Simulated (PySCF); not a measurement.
Does the answer move with the share of exact exchange?

Compound: C₃H₇NSSi.
Atom-mapped SMILES: `[CH2:1]=[N:2]/[CH:3]=[CH:4]\[S:5][SiH3:6]` (hydrogens: H7, H8 on C1; H9 on C3; H10 on C4; H11, H12, H13 on Si6)

Torsions of this conformer, `[CH2:1]=[N:2]/[CH:3]=[CH:4]\[S:5][SiH3:6]`: C1–N2–C3–C4 180°, C3–C4–S5–Si6 -1°.

PySCF, def2-SVPD basis, density fitting, gas phase, PBE0-D3(BJ)/def2-SVP geometry; singlet excitations by full TDDFT with frozen cores, triplets by Tamm–Dancoff TDDFT and ionisation energies by ΔSCF, from the lowest of the holes tried. One functional is left out:

```
functional  exact exchange (%)  HOMO energy (eV)  LUMO energy (eV)  lowest singlet excitation (eV)  lowest triplet excitation (eV)  dipole moment (D)  mean polarisability (au)  vertical ionisation energy (eV)
       LDA                   0             -5.64             -2.89                            3.55                            2.47              3.095                     106.1                             8.34
       PBE                   0             -5.50             -2.68                            3.61                            2.41              3.132                     104.4                             8.15
     B3LYP                  20             -6.22             -1.98                            3.92                            2.54              3.339                     101.6                             8.20
 BHandHLYP                  50             -7.20             -0.72                            4.42                            2.62              3.676                      97.9                             8.07
```

**Question.** Predict the row of PBE0 (25 % exact exchange) by straight lines through the other rows, and check it.

**Answer.** 
| property | line | computed | computed − line | B3LYP (20 %), for comparison |
| --- | --- | --- | --- | --- |
| HOMO energy (eV) | -6.38 | -6.41 | -0.03 | -6.22 |
| LUMO energy (eV) | -1.76 | -1.79 | -0.03 | -1.98 |
| lowest singlet excitation (eV) | 4.00 | 4.03 | +0.03 | 3.92 |
| lowest triplet excitation (eV) | 2.54 | 2.52 | -0.02 | 2.54 |
| dipole moment (D) | 3.395 | 3.449 | +0.054 | 3.339 |
| mean polarisability (au) | 101.4 | 100.6 | -0.8 | 101.6 |
| vertical ionisation energy (eV) | 8.16 | 8.20 | +0.04 | 8.20 |
